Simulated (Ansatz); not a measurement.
Geometry optimisation, RKS PBE/def2-SVP in Ansatz.

Input:

```yaml
crystal:
  periodic: [false, false, false]
  atoms:
    - { symbol: Hf, position_ang: [-0.256982, -0.196234, -0.222676] }
    - { symbol: Cl, position_ang: [-0.802269, -0.441476, 2.185637] }
    - { symbol: Cl, position_ang: [1.972631, -0.601697, -0.837698] }
    - { symbol: Cl, position_ang: [-1.143474, 1.71238, -1.247821] }
    - { symbol: F, position_ang: [-1.200814, -1.624251, -1.030108] }
    - { symbol: O, position_ang: [1.307473, 1.939928, 1.670919] }
    - { symbol: Si, position_ang: [2.978789, 2.059752, 1.955247] }
    - { symbol: H, position_ang: [3.615716, 0.707265, 2.132458] }
    - { symbol: H, position_ang: [3.543578, 2.744758, 0.75027] }
    - { symbol: H, position_ang: [3.23411, 2.877251, 3.192757] }
    - { symbol: H, position_ang: [0.777641, 1.571525, 2.423615] }
basis:
  gaussian: { orbitals: def2-SVP }
hamiltonian:
  xc: pbe
relax:
  f_tol: 0.03
  max_steps: 50
```

Command:

```bash
$ ansatz run input.yaml --threads 4 --pin off --max-ram 5120MiB --backend cpu --events-out ev --progress --plain --runs-dir out
```

Task: Where does it end, and by what steps?

Result: The run converged. The force dipped under the threshold on the way, but the program's further checks kept it going. After 15 steps the energy has fallen by 0.582 eV; Cl4 moved furthest, 0.67 Å. Joined: Hf1–O6 (3.26 → 2.33 Å).

```csv
step,energy less start (eV),largest force component (eV/Å),accepted
0,0.0000,1.373,yes
1,-0.1762,1.129,yes
2,-0.4208,0.693,yes
3,-0.4686,1.067,yes
4,-0.5288,0.423,yes
5,-0.5432,0.603,yes
6,-0.5691,0.180,yes
7,-0.5757,0.095,yes
8,-0.5704,0.305,no
9,-0.5794,0.075,yes
10,-0.5792,0.220,no
11,-0.5806,0.020,yes
12,-0.5813,0.039,yes
13,-0.5817,0.086,yes
14,-0.5821,0.049,yes
15,-0.5824,0.014,yes
```

```xyz
11
Properties=species:S:1:pos:R:3
Hf 0.006 0.081 0.101
Cl -1.106 -0.445 2.165
Cl 2.204 -0.625 -0.507
Cl -0.675 2.084 -0.946
F -0.936 -1.203 -0.949
O 1.218 1.315 1.663
Si 2.843 1.937 1.713
H 3.799 0.834 2.042
H 3.095 2.540 0.373
H 2.838 2.972 2.800
H 0.740 1.258 2.518
```

Whether the end is a true minimum wasn't checked by a vibrational analysis.

Time of the run: 47 s on 4 threads of Arm Neoverse V2, with other jobs on the host, peak memory 0.26 GiB.
